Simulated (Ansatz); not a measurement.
Geometry optimisation, RKS BLYP-D4/6-31G (Ansatz 0.2.0).

input.yaml

```yaml
crystal:
  periodic: [false, false, false]
  atoms:
    - { symbol: F, position_ang: [-1.43, -1.4564, -0.8842] }
    - { symbol: C, position_ang: [-1.0068, -0.4904, -0.0344] }
    - { symbol: C, position_ang: [0.3977, -0.7819, 0.4963] }
    - { symbol: Si, position_ang: [0.8648, 1.0177, 0.1488] }
    - { symbol: "N", position_ang: [-0.6095, 0.7267, -0.7799] }
    - { symbol: H, position_ang: [-1.7331, -0.2762, 0.7652] }
    - { symbol: H, position_ang: [0.4943, -1.0955, 1.5598] }
    - { symbol: H, position_ang: [1.0425, -1.4711, -0.1064] }
    - { symbol: H, position_ang: [0.4931, 1.9676, 1.2922] }
    - { symbol: H, position_ang: [1.9197, 1.2936, -0.7372] }
    - { symbol: H, position_ang: [-0.3674, 0.509, -1.6995] }
basis:
  gaussian: { orbitals: "6-31G" }
hamiltonian:
  xc: blyp
  dispersion: d4
relax:
  f_tol: 0.02
  max_steps: 40
scf:
  lower_state_search: "off"
```

Command:

```bash
$ ansatz run input.yaml --threads 1 --pin off --max-ram 2048MiB --backend cpu --events-out ev --progress --plain --runs-dir out
```

Problem. Where does it end, and by what steps?

Solution. The run converged. Limits of this set-up: no polarisation functions. After 14 steps the energy has fallen by 1.544 eV; H11 moved furthest, 1.34 Å.

```
step  energy less start (eV)  largest force component (eV/Å)  accepted
   0                  0.0000                           2.770       yes
   1                 -0.8353                           1.129       yes
   2                 -1.0270                           0.757       yes
   3                 -1.1442                           0.527       yes
   4                 -1.2620                           1.218       yes
   5                 -1.3427                           1.789       yes
   6                 -1.4702                           0.729       yes
   7                 -1.5079                           0.617       yes
   8                 -1.5140                           0.597       yes
   9                 -1.5323                           0.154       yes
  10                 -1.5367                           0.093       yes
  11                 -1.5411                           0.087       yes
  12                 -1.5431                           0.076       yes
  13                 -1.5437                           0.035       yes
  14                 -1.5439                           0.013       yes
```

```xyz
11
Properties=species:S:1:pos:R:3
F -0.674 -1.522 -1.363
C -0.882 -0.612 -0.194
C 0.361 -0.755 0.744
Si 0.956 0.975 0.044
N -0.748 0.773 -0.559
H -1.866 -0.915 0.196
H 0.104 -0.725 1.814
H 0.957 -1.648 0.523
H 1.160 2.126 1.007
H 2.072 1.007 -0.982
H -1.376 1.238 -1.209
```

The run took 34 s on 1 thread of Arm Neoverse V2 (shared host), peak memory 0.15 GiB.
